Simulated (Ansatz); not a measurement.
Reactions of C2H10N2Si (`CN(C)N[SiH3]`).

Computed with Ansatz on PBE0-D4/def2-TZVP structures; ΔE is electronic, products minus reactants. CCSD(T)/CBS adds triple-zeta CCSD(T) − MP2 to the extrapolated MP2 energy (def2 sets, frozen cores). This one scheme is used for every species. DFT in def2-TZVPP. B3LYP here is the variant with VWN-RPA as its local correlation; programs differ in this. For Br, Ge outer-core shells are correlated without core-valence functions, which leaves a few kJ/mol of doubt a bond. Scalar relativity is left out up to krypton. One conformer a species, not always the lowest.

```csv
reaction,PBE-D4 (kJ/mol),B3LYP-D4 (kJ/mol),CCSD/CBS(def2) (kJ/mol),HF/CBS(def2) (kJ/mol),CCSD(T)/CBS(def2) (kJ/mol)
`CN(C)N[SiH3]` + `N[SiH](F)Br` → `F[SiH](Br)N[SiH3]` + `CN(C)N`,-20,-19,-24,-28,-24
`CN(C)N[SiH3]` + `C=N[SiH2]N` → `C=N[SiH2]N[SiH3]` + `CN(C)N`,-21,-21,-25,-29,-24
`CN(C)N[SiH3]` + `C[O][GeH]([OH])[Cl]` → `C[O][GeH]([Cl])[O][SiH3]` + `CN(C)N`,-60,-69,-73,-85,-72
`CN(C)N[SiH3]` + `C=C=C(O)Cl` → `C=C=C(Cl)O[SiH3]` + `CN(C)N`,-46,-52,-55,-63,-54
`CN(C)N[SiH3]` + `C=CNC` → `C=CN(C)[SiH3]` + `CN(C)N`,-20,-19,-24,-18,-26
`CN(C)N[SiH3]` + `FB[SiH3]` → `FB[SiH2][SiH3]` + `CN(C)N`,4,25,24,36,22
```

Largest T1 diagnostic: 0.015, for `FB[SiH2][SiH3]`.
